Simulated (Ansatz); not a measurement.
Ansatz (a first-principles code) input (RI-MP2/cc-pVQZ):
A basis named .json is the Basis Set Exchange file of that set.

Ansatz 0.2 input:
```yaml
crystal:
  periodic: [false, false, false]
  atoms:
    - {symbol: B, position_ang: [1.41155008, 0.04231888, -0.16385306]}
    - {symbol: O, position_ang: [0.06571223, 0.41031435, 0.11165855]}
    - {symbol: C, position_ang: [-1.16694541, -0.45831144, 0.01179638]}
    - {symbol: H, position_ang: [1.55692687, -1.07242527, -0.50764320]}
    - {symbol: H, position_ang: [2.19013816, 0.91056289, -0.00741720]}
    - {symbol: H, position_ang: [-0.80143997, -1.42434030, -0.31603117]}
    - {symbol: H, position_ang: [-1.59823926, -0.49286798, 1.00667723]}
    - {symbol: H, position_ang: [-1.81394576, 0.01188677, -0.72121156]}
    - {symbol: H, position_ang: [-0.11521579, 1.32294340, 0.40084452]}
basis:
  gaussian:
    orbitals: cc-pVQZ
    fitting: {mean_field: def2-universal-jkfit, correlation: cc-pVQZ-RIFIT.json}
total_charge: 1
magnetization: {spin_polarized: false}
correlation: {method: mp2, electrons: outside_noble_gas}
```

End of the output:

```
integrals: 0.37 GiB planned
335 factors; integrals over basis functions are off by at most 4.2e0 eV
mean field: 0.92 GiB planned
mean field evaluation 1: about -3825.0489 eV, gradient 4.6e1 eV
mean field evaluation 2: about -3827.9026 eV, gradient 2.7e1 eV
mean field evaluation 4: about -3829.0770 eV, gradient 9.1e-1 eV
mean field evaluation 8: about -3829.0794 eV, gradient 1.3e-6 eV
mean field -3829.07943007 eV, -140.7160736120 hartree, gradient 1.3e-6 eV, S^2 0.000000; 0 other end points of the search recorded, 0 dependent functions left out
3 core orbitals not correlated
726 factors; their error is unknown
reference -3829.07943007 eV, -140.7160736120 hartree; 9, 9 occupied and 333, 333 virtual orbitals, 726 factors
second order -14.79288603 eV of doubles, -0.00000000 eV of singles
Total energy: -3843.87231610 eV, -141.2597021465 hartree
```

It need not be the lowest isomer of its formula.
